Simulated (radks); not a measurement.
Values are calculated unless marked as measured or tabulated.
Q: Coherent X-ray form factor from a spherical all-electron density. Level of theory: Dirac Kohn-Sham, BLYP, spin-unpolarised, spherical densities, point nucleus (a radial shooting solver on a logarithmic mesh with Libxc functionals).

| sin(theta)/lambda (1/angstrom) | f0 (electrons) |
|---|---|
| 0.05 | 37.604 |
| 0.1 | 36.481 |
| 0.15 | 34.799 |
| 0.2 | 32.777 |
| 0.25 | 30.628 |
| 0.3 | 28.519 |
| 0.4 | 24.793 |
| 0.5 | 21.873 |
| 0.6 | 19.588 |
| 0.8 | 15.983 |
| 1 | 12.943 |
| 1.25 | 9.902 |
| 1.5 | 7.847 |
| 2 | 5.821 |

The species is in the configuration that NIST lists as its ground one. Which atom or ion scatters so?

A: The molybdenum ion Mo4+, [Kr] 4d2. Extrapolating in s^2 from the first two rows gives f0(0) = 38.0, near the electron count 38; among species with that count, the fall with angle is slower the higher Z, and the table is that of Z = 42; from so few rows the species is fixed only to a neighbour or two.
